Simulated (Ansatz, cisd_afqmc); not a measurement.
System: H$_{2}$SeF, charge 1, singlet. H2SeF+ (SMILES F[SeH2+]).
B3LYP-D3(BJ)/def2-TZVP minimum from Ansatz (an electronic-structure program):
```
Se
F 1 1.7032
H 1 1.4934 2 96.13
H 1 1.4934 3 91.69 2 96.35
```
Charge +1, spin multiplicity 1.

Total energies in cc-pVDZ, 14 correlated electrons, 15 frozen orbitals. Radicals and triplets start from unrestricted determinants; spin-orbit coupling is neglected. Correlated methods leave the cores frozen (noble-gas shells, and filled d and f shells in the p block). No relativity. The Monte Carlo rows (phaseless AFQMC, CISD trial, step 0.005/hartree) carry one-sigma bars that omit the constraint's bias. Outlying blocks are dropped, and bars are widened where a walk drifts. Over all cases where full CI ran beside it in this data, AFQMC minus full CI had a median of +0.1 mEh and passed +0.4 mEh in a tenth of the cases.

| method | program | energy (Eh) | minus CCSDTQ (mEh) |
|---|---|---|---|
| HF | Ansatz | -2500.05664 | 343.61 |
| MP2 | Ansatz | -2500.36963 | 30.61 |
| CCSD | Ansatz | -2500.39163 | 8.62 |
| CCSD(T) | Ansatz | -2500.39885 | 1.40 |
| CCSDT(Q) | Ansatz | -2500.40030 | -0.06 |
| CCSDTQ | Ansatz | -2500.40025 | 0.00 |
| AFQMC/CISD | cisd_afqmc | -2500.4000 ± 0.0003 | 0.2 ± 0.3 |

Rough core times of Ansatz's runs on a shared machine: CCSD(T) under 20 s, CCSDT(Q) under 20 s, CCSDTQ 20 min.
